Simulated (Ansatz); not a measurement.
C2H7ClFHfNSe, SMILES `C[N](C)[Hf]([F])([Cl])[SeH]`, 14 atoms. The species carries charge 0 and has multiplicity 1. Correlated methods include outer-core shells of Hf, Se, which these sets cover unevenly. Scalar relativity is left out up to krypton. Hf: def2 effective core potential. Hardware: A = 2 threads of an AMD EPYC 7R13 on a shared host and a share of an NVIDIA H100 80 GB; B = 2 threads of a server CPU on a shared host. Correlated methods freeze the cores. Open-shell runs search over several starts.

Task: How many basis functions does each run have, and how long does it take in Ansatz? RKS ωB97M-V/def2-SVP energy [B]; RKS PBE0-D4/def2-QZVPP energy [A]; UKS ωB97X-V/def2-TZVPP energy of the cation [A]; UKS PBE-D4/def2-TZVPP energy of the cation [A]; RKS PBE-QIDH (frozen core)/def2-TZVPP energy [A]; RKS PBE0-D4/def2-TZVPP energy [A]; UKS B3LYP-D4/def2-TZVPP energy of the cation [A]; RKS PBE0-D4/def2-TZVP frequencies [A]; RKS ωB97X-V/def2-TZVPP energy [A]; RKS ωB97M-V/def2-QZVPP energy [A]; RHF-CCSD(T)/def2-TZVPP energy [A]; UHF-MP2/def2-QZVPP energy of the cation [A]. (Best estimate.)

Result: Ansatz gave: Other jobs shared the machine, so times are rough.

```csv
level,job,functions,wall time,peak host memory (GiB)
RKS PBE-QIDH (frozen core)/def2-TZVPP,energy [A],368,4.3 s,1.7
RKS PBE0-D4/def2-TZVPP,energy [A],368,4.4 s,0.91
RKS ωB97X-V/def2-TZVPP,energy [A],368,4.9 s,1
RKS PBE0-D4/def2-QZVPP,energy [A],678,5 s,1.2
UKS B3LYP-D4/def2-TZVPP,energy of the cation [A],368,7.5 s,1
RKS ωB97M-V/def2-QZVPP,energy [A],678,8 s,1.4
UKS PBE-D4/def2-TZVPP,energy of the cation [A],368,11 s,1
RHF-CCSD(T)/def2-TZVPP,energy [A],368,15 s,0.87
UHF-MP2/def2-QZVPP,energy of the cation [A],678,20 s,1.4
UKS ωB97X-V/def2-TZVPP,energy of the cation [A],368,23 s,1.3
RKS ωB97M-V/def2-SVP,energy [B],173,25 s,0.91
RKS PBE0-D4/def2-TZVP,frequencies [A],291,2.6 min,1
```

B3LYP here is the variant with VWN-RPA as its local correlation; programs differ in this.
